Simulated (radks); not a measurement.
The numbers below are computed, except where a source is named.
Coulomb parameter of the 4d shell of neutral palladium in the model configuration [Kr] 4d8.5 5s1.5, as a second difference U = [E(n + 0.5) + E(n - 0.5) - 2 E(n)] / (0.5)^2 with all orbitals relaxed. "Bare": the charge of the atom changes with n. "Screened": the 5s shell takes up the change at fixed total charge, which measures U(4d,4d) + U(5s,5s) - 2 U(4d,5s). Code: a radial shooting solver on a logarithmic mesh with Libxc functionals. Model: scalar-relativistic Kohn-Sham, SCAN, spin-unpolarised, spherical densities, finite nucleus; meta-GGA in the generalised Kohn-Sham scheme; Fermi nuclear charge, rms radius 4.5318 fm.

| case | configuration | E - E(n) (eV) |
|---|---|---|
| start | [Kr] 4d8.5 5s1.5 | 0.000 |
| bare +0.5 | [Kr] 4d9 5s1.5 | -2.930 |
| bare -0.5 | [Kr] 4d8 5s1.5 | 5.563 |
| screened +0.5 | [Kr] 4d9 5s1 | -1.438 |
| screened -0.5 | [Kr] 4d8 5s2 | 1.848 |

U(bare) = 10.529 eV, U(screened by 5s) = 1.640 eV, against the Slater integral F0(4d,4d) = 17.103 eV with frozen orbitals. The step up makes a negative ion, whose loosely bound charge lowers the bare value.
